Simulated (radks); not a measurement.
Values are calculated unless marked as measured or tabulated.
Q: All-electron atom: the lead ion Pb17+ in [Kr] 4d10 4f14 5s2 5p3 (the NIST ground configuration). Level of theory: Dirac Kohn-Sham, exchange-only PBE, spin-unpolarised, spherical densities, finite nucleus; open shells fill j = l - 1/2 first; Fermi nuclear charge, rms radius 5.5012 fm (a radial shooting solver on a logarithmic mesh with Libxc functionals).

Spin-orbit splittings of the eigenvalues, e(l+1/2) - e(l-1/2), with zeta = 2 splitting/(2l+1) and mean radii in bohr:

shell  occ.  splitting (eV)  zeta (eV)  <r> j=l-1/2  <r> j=l+1/2
2p        6            2190       1460      0.05487      0.06378
3p        6           489.2      326.1       0.1643       0.1806
3d       10           104.3      41.70       0.1568       0.1617
4p        6               ?          ?       0.3839       0.4178
4d       10           22.71      9.084       0.4210       0.4316
4f       14           5.275      1.507       0.4374       0.4428
5p        3           29.60      19.74       0.8281       0.8860

Estimate the 4p splitting.

A: 120.7 eV (zeta = 80.44 eV).
